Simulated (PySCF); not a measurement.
Several molecules and their computed UV-vis stick spectra, shuffled. Method: PySCF 2.14.0, density-fitted response routines, TDDFT CAM-B3LYP/def2-SVPD, vertical, gas phase, core orbitals frozen in the response. Geometries: GFN2-xTB; one conformer of each isolated species. Triplets are in the Tamm–Dancoff approximation.

A. `[Si@](C(=O)O)(S)(C)O`
B. `C[Si@](O)(S)OC=O`
C. `C=C(CC)O[SiH2]O`
D. `CS[SiH2]S[Si@@H](F)[SiH3]`
E. `C=CO[Si@@H](C)OC`

Lowest singlet levels (six at most, fewer where fewer were computed) with oscillator strengths:

1. 4.96 eV (f 0.011); 5.91 eV (f 0.004); 6.35 eV (f 0.034); 6.99 eV (f 0.056); 7.27 eV (f 0.019); 7.30 eV (f 0.028); T1 4.31 eV
2. 5.44 eV (f 0.002); 5.90 eV (f 0.013); 5.99 eV (f 0.007); 6.13 eV (f 0.018); 6.32 eV (f 0.010); 6.57 eV (f 0.001); T1 5.14 eV
3. 6.55 eV (f 0.020); 6.99 eV (f 0.428); 7.13 eV (f 0.079); 7.37 eV (f 0.015); 7.55 eV (f 0.005); 7.66 eV (f 0.002); T1 4.28 eV
4. 5.87 eV (f 0.001); 6.34 eV (f 0.007); 6.88 eV (f 0.055); 7.49 eV (f 0.005); 7.69 eV (f 0.024); 7.79 eV (f 0.029); T1 5.34 eV
5. 6.37 eV (f 0.055); 6.67 eV (f 0.116); 7.42 eV (f 0.119); 7.62 eV (f 0.035); 7.73 eV (f 0.006); 7.78 eV (f 0.008); T1 4.39 eV

**Question.** Match each spectrum to its molecule.

**Answer.** 1 = A, 2 = D, 3 = E, 4 = B, 5 = C.
- A: S1 at 4.96 eV, HOMO→LUMO (46%), HOMO-1→LUMO (39%); Löwdin shares by element: HOMO sulfur 60%, oxygen 11% or more, silicon 9%, carbon 6% or more; LUMO carbon 31% or more, oxygen 21% or more, silicon 14%, sulfur 12% (atoms not listed hold the other 22%); HOMO -8.78 and LUMO 0.14 eV.
- B: S1 at 5.87 eV, HOMO-2→LUMO (54%), HOMO-1→LUMO (33%); Löwdin shares by element: HOMO sulfur 79%, silicon 8%, hydrogen 7% or more; LUMO oxygen 42% or more, carbon 38% or more, hydrogen 8% or more; HOMO -9.05 and LUMO 0.61 eV.
- C: S1 at 6.37 eV, HOMO→LUMO (89%); Löwdin shares by element: HOMO carbon 65% or more, oxygen 17% or more (atoms not listed hold the other 18%); LUMO oxygen 34%, silicon 24%, hydrogen 15% or more (atoms not listed hold the other 26%); HOMO -8.21 and LUMO 0.81 eV.
- D: S1 at 5.44 eV, HOMO→LUMO+1 (47%), HOMO→LUMO+2 (23%), HOMO→LUMO+3 (8%); Löwdin shares by element: HOMO sulfur 71% or more, carbon 10%, silicon 9% or more; LUMO silicon 54% or more, sulfur 12% or more, hydrogen 8% or more (atoms not listed hold the other 26%); HOMO -8.19 and LUMO 0.15 eV.
- E: S1 at 6.55 eV, HOMO→LUMO+1 (70%), HOMO→LUMO (13%), HOMO→LUMO+3 (9%); Löwdin shares by element: HOMO carbon 62% or more, oxygen 23% or more; LUMO carbon 32% or more, silicon 18%, hydrogen 8% or more (atoms not listed hold the other 42%); HOMO -8.13 and LUMO 1.16 eV.
